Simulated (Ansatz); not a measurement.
Start from `CC(O)(Cl)CF` and change one atom or group to get `CC(O)([SiH3])Cl`.

Ansatz, PBE0-D4/def2-TZVP geometries, multiplicity 1. Each molecule was computed in one conformer, which needn't be the lowest.

| property | `CC(O)(Cl)CF` |
| --- | --- |
| size of the dipole moment (PBE/def2-TZVPP) / D | 2.26 |
| ideal-gas entropy at 298 K and 1 bar (rigid rotor, harmonic PBE0-D4/def2-TZVP) / J/(mol·K) | 340 |
| LUMO energy (PBE/def2-TZVPP) / eV | -0.57 |
| LUMO energy (PBE0/def2-TZVPP) / eV | 0.54 |
| zero-point energy (PBE0-D4/def2-TZVP) / kJ/mol | 242.1 |
| HOMO–LUMO gap (PBE0/def2-TZVPP) / eV | 9.00 |

Give the same properties after the change, and the shifts. (An estimate is asked.)

Computed: 
```json
{"property": "size of the dipole moment (PBE/def2-TZVPP) / D", "`CC(O)([SiH3])Cl`": "1.36", "shift": "-0.90"}
{"property": "ideal-gas entropy at 298 K and 1 bar (rigid rotor, harmonic PBE0-D4/def2-TZVP) / J/(mol·K)", "`CC(O)([SiH3])Cl`": "347", "shift": "7"}
{"property": "LUMO energy (PBE/def2-TZVPP) / eV", "`CC(O)([SiH3])Cl`": "-1.01", "shift": "-0.44"}
{"property": "LUMO energy (PBE0/def2-TZVPP) / eV", "`CC(O)([SiH3])Cl`": "-0.07", "shift": "-0.61"}
{"property": "zero-point energy (PBE0-D4/def2-TZVP) / kJ/mol", "`CC(O)([SiH3])Cl`": "224.2", "shift": "-17.9"}
{"property": "HOMO–LUMO gap (PBE0/def2-TZVPP) / eV", "`CC(O)([SiH3])Cl`": "7.76", "shift": "-1.24"}
```

With PBE0 the HOMO rises by 0.62 eV and the LUMO falls by 0.61 eV, so the gap narrows by about 1.23 eV. PBE moves the HOMO by 0.45 eV and ωB97M-V by 0.73 eV. Dipoles are sizes alone; their direction can turn.

Positive LUMOs are unbound, so they and the gaps depend on the basis.
